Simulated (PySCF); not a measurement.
Si(H)(Cl)(Et)(NH2) (C₂H₈ClNSi), SMILES [SiH](CC)(N)Cl.

Geometry optimised at B3LYP-D3(BJ)/def2-SVP. The values are those of a single conformer.

These are TDA-M06-2X/def2-SVPD in PySCF values and carry that method's errors.

Vertical excitations. The molecule is in vacuum.

Give excitation energies, oscillator strengths and character. (Estimate from the structure and the level; the computed values follow.)


| state | energy (eV) | λ (nm) | f | main pairs |
|---|---|---|---|---|
| S1 | 7.04 | 176 | 0.046 | HOMO→LUMO 79 % |
| S2 | 7.91 | 157 | 0.018 | HOMO−1→LUMO 45 %, HOMO−1→LUMO+1 32 % |
| S3 | 7.95 | 156 | 0.006 | HOMO−1→LUMO 43 %, HOMO−1→LUMO+1 33 % |
| S4 | 8.13 | 152 | 0.055 | HOMO→LUMO+1 62 %, HOMO→LUMO+4 11 % |
| S5 | 8.24 | 151 | 0.034 | HOMO→LUMO+2 51 %, HOMO→LUMO+3 18 % |
| S6 | 8.32 | 149 | 0.039 | HOMO−1→LUMO+2 38 %, HOMO→LUMO+3 26 %, HOMO−1→LUMO+1 7 % |
| S7 | 8.38 | 148 | 0.050 | HOMO−1→LUMO+2 28 %, HOMO→LUMO+3 22 %, HOMO→LUMO+2 8 %, HOMO−2→LUMO 8 % |
| S8 | 8.58 | 145 | 0.049 | HOMO−2→LUMO+1 29 %, HOMO−2→LUMO 26 %, HOMO→LUMO+2 10 %, HOMO−2→LUMO+2 9 % |
| S9 | 8.75 | 142 | 0.044 | HOMO−1→LUMO+3 37 %, HOMO−2→LUMO 19 %, HOMO−2→LUMO+1 6 % |
| S10 | 8.89 | 139 | 0.033 | HOMO−1→LUMO+3 20 %, HOMO−2→LUMO 18 %, HOMO−2→LUMO+2 9 %, HOMO−1→LUMO+4 6 % |
| T1 | 6.72 | 185 | 0 | HOMO→LUMO 70 % |
| T2 | 7.46 | 166 | 0 | HOMO→LUMO+1 42 %, HOMO→LUMO+2 19 %, HOMO→LUMO+4 10 %, HOMO→LUMO+5 7 % |
| T3 | 7.65 | 162 | 0 | HOMO−1→LUMO+1 48 %, HOMO−1→LUMO+2 16 %, HOMO−1→LUMO+4 8 % |
| T4 | 7.86 | 158 | 0 | HOMO−1→LUMO 82 % |
Triplets are in the Tamm–Dancoff approximation.
